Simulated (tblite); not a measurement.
A tight-binding relaxation on `C=CC[Si@H](Cl)/N=C\C(Cl)Cl`.

Computed with GFN2-xTB geometry optimisation, gas phase (tblite 0.8.0). Start geometry: from a force field or distance geometry. The command runs a driver script over a list of jobs; the input below is this job's line of settings and its coordinates in Å.

Command:
```bash
OMP_NUM_THREADS=1 python probes_run.py task.json out
```

Input:
```
{"job": {"kind": "relax", "xc": "GFN2-xTB", "basis": "xTB"}, "charge": 0, "multiplicity": 1}
C      3.468900     0.229700     0.249000
C      2.174600     0.516200     0.020000
C      1.079500     0.081000     0.911300
Si    -0.173900    -0.983500     0.025200
Cl     0.855600    -2.638000    -0.763300
N     -0.824500    -0.080100    -1.311100
C     -2.005900     0.395600    -1.320100
C     -2.928100     0.192000    -0.145500
Cl    -4.476700     0.872500    -0.691900
Cl    -2.470900     1.074200     1.295400
H      3.790900    -0.352100     1.120600
H      4.218300     0.562600    -0.415500
H      1.905700     1.099300    -0.849500
H      1.415900    -0.480000     1.799800
H      0.532000     1.004000     1.257400
H     -1.143000    -1.526800     0.980500
H     -2.303500     0.946600    -2.198700
H     -3.123600    -0.907000     0.024600
```

Output:
```
step      E/eV     max force
  0    -899.88225    2.523
  1    -900.04228    2.430
  2    -900.15899    0.762
  3    -900.21382    0.492
  4    -900.23850    0.568
  5    -900.25755    0.413
  6    -900.27229    0.355
  7    -900.28449    0.277
  8    -900.29619    0.286
  9    -900.30774    0.304
... (98 lines left out)
108    -900.40477    0.018
109    -900.40484    0.019
110    -900.40491    0.019
111    -900.40497    0.021
112    -900.40502    0.023
113    -900.40508    0.017
114    -900.40514    0.014
115    -900.40516    0.013
116    -900.40518    0.013
117    -900.40520    0.008
```

«max force» is the largest atomic force in eV/Å.

Q: From which step on does the largest force stay under 0.1 eV/Å, and how much energy is left to gain from there?

A: From step 26 (0.093 eV/Å), 27.6 meV above the end.

In short: energy lowered by 12.1 kcal/mol over 117 steps; largest atomic force 0.008 eV/Å at the end.

Q: Where do the atoms end?

A: 0.491 Å rms from the input after alignment:
```
atom  x, y, z in Å
C1     3.4188    0.1322   -0.0071
C2     2.1867    0.5813    0.1487
C3     1.2018    0.0045    1.1085
Si4   -0.0736   -1.1039    0.2149
Cl5    0.8278   -2.4951   -0.9143
N6    -0.8008   -0.0626   -0.9483
C7    -1.9043    0.4749   -1.1530
C8    -3.1343    0.2960   -0.3088
Cl9   -4.5826    0.1684   -1.3225
Cl10  -3.2458    1.7292    0.7520
H11    3.7992   -0.6893    0.5784
H12    4.0986    0.5636   -0.7213
H13    1.8205    1.3980   -0.4584
H14    1.7228   -0.5951    1.8552
H15    0.6796    0.8063    1.6305
H16   -0.9306   -1.7801    1.1918
H17   -2.0187    1.1628   -1.9902
H18   -3.0739   -0.5851    0.3322
```

Hardware: one thread of an Intel Xeon at 2.70 GHz, shared host with 64 logical CPUs at a one-minute load of 62. Cost: 2.9 s.
Labels such as C1 count atoms from 1, the log's own numbers from 0.
